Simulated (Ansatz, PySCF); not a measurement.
C4H6O2, SMILES C(C1COC1)=O. Atoms are numbered in the order given.

```xyz
12

O      2.4778     0.2429     0.0000
C      1.3838    -0.2564     0.0000
C      0.0882     0.5127     0.0001
C     -0.9520     0.0101     1.0261
O     -1.8025    -0.5030     0.0001
C     -0.9520     0.0100    -1.0259
H      1.2557    -1.3728     0.0000
H      0.2998     1.5904     0.0000
H     -0.6027    -0.7789     1.7169
H     -1.4313     0.8112     1.6151
H     -0.6028    -0.7789    -1.7167
H     -1.4314     0.8112    -1.6149
```
Charge 0, spin multiplicity 1.

Geometry: ωB97X-D3(BJ)/def2-SVP. One conformer was computed; it need not be the lowest.

Two levels are set side by side: PBE-D3(BJ)/def2-SVP (Ansatz, a quantum-chemistry and plane-wave program) and ωB97X-D3(BJ)/def2-SVP (PySCF). Each level has its own optimised geometry; the coordinates shown are those of the second. Frequencies come from the Hessian of PySCF at each geometry. Differences are taken from unrounded values.

```tsv
quantity	ωB97X-D3(BJ)
mean bond length (Å)	1.275
bond O1–C2 (Å)	1.203
bond C2–C3 (Å)	1.507
bond C3–C4 (Å)	1.545
bond C3–C6 (Å)	1.545
bond C4–O5 (Å)	1.428
bond O5–C6 (Å)	1.428
bond C2–H7 (Å)	1.124
bond C3–H8 (Å)	1.098
bond C4–H9 (Å)	1.105
bond C4–H10 (Å)	1.104
bond C6–H11 (Å)	1.105
bond C6–H12 (Å)	1.104
highest harmonic wavenumber (cm⁻¹)	3163
mean harmonic wavenumber (cm⁻¹)	1429
zero-point energy (kcal/mol)	61.28
```

Q: What does PBE-D3(BJ) give, and how far is it from ωB97X-D3(BJ)? (An estimate is asked for; the answer gives what the named calculation found.)

A: 
```json
[
 {"quantity": "mean bond length (Å)", "PBE-D3(BJ)": "1.283", "PBE-D3(BJ) minus ωB97X-D3(BJ)": "0.009"},
 {"quantity": "bond O1–C2 (Å)", "PBE-D3(BJ)": "1.213", "PBE-D3(BJ) minus ωB97X-D3(BJ)": "0.010"},
 {"quantity": "bond C2–C3 (Å)", "PBE-D3(BJ)": "1.508", "PBE-D3(BJ) minus ωB97X-D3(BJ)": "0.001"},
 {"quantity": "bond C3–C4 (Å)", "PBE-D3(BJ)": "1.552", "PBE-D3(BJ) minus ωB97X-D3(BJ)": "0.007"},
 {"quantity": "bond C3–C6 (Å)", "PBE-D3(BJ)": "1.552", "PBE-D3(BJ) minus ωB97X-D3(BJ)": "0.007"},
 {"quantity": "bond C4–O5 (Å)", "PBE-D3(BJ)": "1.438", "PBE-D3(BJ) minus ωB97X-D3(BJ)": "0.010"},
 {"quantity": "bond O5–C6 (Å)", "PBE-D3(BJ)": "1.438", "PBE-D3(BJ) minus ωB97X-D3(BJ)": "0.010"},
 {"quantity": "bond C2–H7 (Å)", "PBE-D3(BJ)": "1.137", "PBE-D3(BJ) minus ωB97X-D3(BJ)": "0.014"},
 {"quantity": "bond C3–H8 (Å)", "PBE-D3(BJ)": "1.106", "PBE-D3(BJ) minus ωB97X-D3(BJ)": "0.008"},
 {"quantity": "bond C4–H9 (Å)", "PBE-D3(BJ)": "1.115", "PBE-D3(BJ) minus ωB97X-D3(BJ)": "0.010"},
 {"quantity": "bond C4–H10 (Å)", "PBE-D3(BJ)": "1.114", "PBE-D3(BJ) minus ωB97X-D3(BJ)": "0.010"},
 {"quantity": "bond C6–H11 (Å)", "PBE-D3(BJ)": "1.115", "PBE-D3(BJ) minus ωB97X-D3(BJ)": "0.010"},
 {"quantity": "bond C6–H12 (Å)", "PBE-D3(BJ)": "1.114", "PBE-D3(BJ) minus ωB97X-D3(BJ)": "0.010"},
 {"quantity": "highest harmonic wavenumber (cm⁻¹)", "PBE-D3(BJ)": "3058", "PBE-D3(BJ) minus ωB97X-D3(BJ)": "-105"},
 {"quantity": "mean harmonic wavenumber (cm⁻¹)", "PBE-D3(BJ)": "1362", "PBE-D3(BJ) minus ωB97X-D3(BJ)": "-67"},
 {"quantity": "zero-point energy (kcal/mol)", "PBE-D3(BJ)": "58.42", "PBE-D3(BJ) minus ωB97X-D3(BJ)": "-2.86"}
]
```

Exact exchange shortens and stiffens bonds; PBE has none. Differences between two approximate levels are no errors against the true value.
